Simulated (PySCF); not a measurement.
## How methods differ on the ionisation energy of Sn(33+)

Sn(33+) [Ne] 3s2 3p5 (2P) → Sn(34+) [Ne] 3s2 3p4 (3P), as a difference of total energies. Computed with PySCF 2.14 in an even-tempered Gaussian basis (16 s from 5 bohr⁻², ratio 2.5; 11 p from 6.5 bohr⁻², ratio 2.5; 5 d from 30 bohr⁻², ratio 2.7; 4 f from 45 bohr⁻², ratio 2.7), with no relativity, point nucleus. Correlated levels: outer shells: 1s2 frozen; virtual orbitals above 40 to 60 times the deepest correlated orbital energy dropped. The calculations carry no spin-orbit coupling.

| method | ionisation energy (eV) |
| --- | --- |
| UHF | 2135.5 |
| LDA | 2137.8 |
| PBE | 2138.0 |
| PBE0 | 2137.9 |
| r2SCAN | 2138.0 |
| revPBE | 2137.9 |
| B2PLYP | 2137.3 |
| MP2 (outer shells) | 2136.4 |
| SCS-MP2 (outer shells) | 2136.3 |

Spin-orbit coupling is strong in these open shells (close to jj coupling). The scalar numbers leave it out and a first-order estimate fails, so it can dominate the gap to the real levels.

All relativistic terms are absent from these numbers, so their closeness to the reference says little about the methods.

For comparison: 2142.1 ± 2.1 eV (semi-empirical (NIST evaluation); NIST Atomic Spectra Database, ionization energies).
